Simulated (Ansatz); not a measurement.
Relaxation of Cl2FH3HfO2 (9 atoms, charge 0, multiplicity 1), to a largest force component of 0.03 eV/Å in at most 50 steps.

Method: RKS B3LYP-D4/def2-SVP in Ansatz 0.2.0.

```xyz
9
Properties=species:S:1:pos:R:3
Hf 0.390 0.220 -0.449
Cl -0.994 0.690 2.971
Cl 1.732 0.020 -2.403
O -1.062 1.401 -0.844
H -1.869 1.911 -0.923
O -0.187 -1.535 0.056
H -0.655 -2.291 0.413
F 1.509 0.987 0.971
H 0.267 1.019 2.683
```

Question: Where does it end, and by what steps?

Answer: It converged. After 5 steps the energy has fallen by 0.038 eV; H9 moved furthest, 0.15 Å.

```tsv
step	energy less start (eV)	largest force component (eV/Å)	accepted
0	0.0000	0.996	yes
1	-0.0253	0.353	yes
2	-0.0318	0.451	yes
3	-0.0367	0.113	yes
4	-0.0376	0.059	yes
5	-0.0380	0.007	yes
```

```xyz
9
Properties=species:S:1:pos:R:3
Hf 0.377 0.212 -0.411
Cl -0.933 0.774 2.932
Cl 1.756 0.052 -2.341
O -1.067 1.403 -0.808
H -1.886 1.895 -0.882
O -0.202 -1.551 0.053
H -0.652 -2.336 0.368
F 1.460 0.951 1.032
H 0.280 1.023 2.531
```

The run took 20 s on 4 threads of Arm Neoverse V1, with other jobs on the host, peak memory 0.33 GiB.
